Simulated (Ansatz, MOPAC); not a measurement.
System: CH2BO, net charge -1, singlet state. SMILES: [BH2-2]C#[O+]

Atoms: B1, H2, H3, C4, O5. Bonds: B1-H2, B1-H3, B1-C4, C4-O5.

Bond lengths (Å) and angles (degrees) optimised at PM6 with MOPAC; MNDO with MOPAC; HF/6-31G* with Ansatz (an electronic-structure program); B3LYP/LANL2DZ with Ansatz, each started from the B3LYP-D3(BJ)/def2-TZVP structure (Ansatz) of the last column. A row stands for all coordinates that are equal there. 6-31G* holds six Cartesian d functions. No wavenumbers were computed at MNDO, B3LYP/LANL2DZ, so these may be saddle points.

```
coordinate    PM6   MNDO  HF/6-31G*  B3LYP/LANL2DZ  B3LYP-D3(BJ)/def2-TZVP
----------  -----  -----  ---------  -------------  ----------------------
B1-H2       1.181  1.159      1.208          1.206                   1.204
B1-C4       1.390  1.350      1.420          1.434                   1.425
C4-O5       1.187  1.221      1.187          1.237                   1.194
B1-C4-O5    180.0  180.0      180.0          180.0                   180.0
H2-B1-C4    120.0  121.2      118.9          119.1                   118.7
H2-B1-H3    120.1  117.6      122.3          121.7                   122.6
```

Mean signed difference of all 4 bond lengths from B3LYP-D3(BJ)/def2-TZVP: PM6 -0.022 Å, MNDO -0.034 Å, HF/6-31G* -0.001 Å, B3LYP/LANL2DZ 0.014 Å.
